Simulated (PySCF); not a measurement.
Electron correlation in O⁺ (oxygen, charge +1)

[He] 2s2 2p3, high-spin 4S determinant. Calculation: PySCF 2.14, in def2-QZVPPD; no relativity, point nucleus. Frozen: nothing; 7 electrons correlated.

MP2 pair energies summed by pair of shells (mhartree):

```
 pair  energy  share (%)
2s-2p  -69.93       54.1
2p-2p  -24.72       19.1
1s-1s  -14.01       10.8
2s-2s  -11.36        8.8
1s-2p   -6.14        4.7
1s-2s   -3.14        2.4
```

Total MP2 correlation energy: -129.30 mhartree.

Same-spin part -33.98 and opposite-spin part -95.32 mhartree; SCS-MP2 scales them by 1/3 and 6/5 to -125.71 mhartree.

This basis was not built for core-valence correlation, so the inner-shell part is incomplete.
